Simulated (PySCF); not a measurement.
# Working out the ionisation energy of Cu²⁺

Cu²⁺ [Ar] 3d9 (2D) → Cu³⁺ [Ar] 3d8 (3F). Computed with PySCF 2.14 in jorge-DZP-DKH (8s6p2d1f, 43 functions), with scalar relativity by spin-free X2C-1e. Frozen: [Ar]. Energies in hartree (1 hartree = 27.21139 eV):

```
             part  Cu²⁺ (lower)  Cu³⁺ (upper)
              UHF  -1652.167727  -1650.911337
MP2 opposite-spin     -0.114096     -0.068886
    MP2 same-spin     -0.068779     -0.044267
```

**Question.** What does Hartree-Fock give?

**Answer.** (-1650.911337) − (-1652.167727) = 1.256390 hartree = 34.188 eV.

**Question.** What do MP2 and SCS-MP2 (6/5 opposite-spin, 1/3 same-spin) give?

**Answer.** The opposite-spin parts differ by 1.230 eV and the same-spin parts by 0.667 eV. MP2: 34.188 + (1.230) + (0.667) = 36.085 eV. SCS-MP2: 34.188 + 1.2 × (1.230) + (0.667)/3 = 35.886 eV.

Reference: 36.841 ± 0.012 eV (measured; NIST Atomic Spectra Database, ionization energies), between the lowest levels; spin-orbit coupling is absent from the calculation.

A double-zeta basis recovers only part of the correlation energy.

What remains against the reference includes basis incompleteness, the frozen core and correlation beyond second order.
